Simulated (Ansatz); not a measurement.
Ansatz (a quantum-chemistry and plane-wave program) input (CCSD(T)/6-31G):

Ansatz 0.2 input:
```yaml
crystal:
  periodic: [false, false, false]
  atoms:
    - {symbol: F, position_ang: [1.60460585, -1.59229697, -0.20084825]}
    - {symbol: Si, position_ang: [1.16189289, -0.08528954, -0.02963079]}
    - {symbol: F, position_ang: [1.74973718, 0.74525983, -1.23835261]}
    - {symbol: F, position_ang: [1.79439965, 0.46909018, 1.30789675]}
    - {symbol: Si, position_ang: [-1.16189289, 0.08528954, 0.02963079]}
    - {symbol: F, position_ang: [-1.60440292, 1.59097299, 0.21261664]}
    - {symbol: F, position_ang: [-1.79372608, -0.45826263, -1.31265065]}
    - {symbol: F, position_ang: [-1.75061368, -0.75476339, 1.23133811]}
basis:
  gaussian:
    orbitals: 6-31G
magnetization: {spin_polarized: false}
correlation: {method: ccsd_t, electrons: outside_noble_gas}
```

End of the output:

```
16 core orbitals not correlated
reference -31960.35218132 eV, -1174.5212791586 hartree; 25, 25 occupied and 39, 39 virtual orbitals, 730 factors
second order -22.69100607 eV of doubles, -0.00000000 eV of singles
coupled cluster: 0.34 GiB planned
cycle   1  -21.79630526 eV  change    8.9e-1 eV  update   1.3e-1
cycle   2  -22.40014447 eV  change   -6.0e-1 eV  update   3.7e-2
cycle   3  -22.55337361 eV  change   -1.5e-1 eV  update   1.8e-2
cycle   4  -22.55154022 eV  change    1.8e-3 eV  update   3.0e-3
cycle   5  -22.54811209 eV  change    3.4e-3 eV  update   1.2e-3
cycle   6  -22.54816581 eV  change   -5.4e-5 eV  update   3.4e-4
cycle   7  -22.54806478 eV  change    1.0e-4 eV  update   1.0e-4
cycle   8  -22.54796638 eV  change    9.8e-5 eV  update   2.6e-5
cycle   9  -22.54795089 eV  change    1.5e-5 eV  update   6.8e-6
perturbative correction -0.33757309 eV, -0.0124055824 hartree
Total energy: -31983.23770530 eV, -1175.3623066528 hartree
```
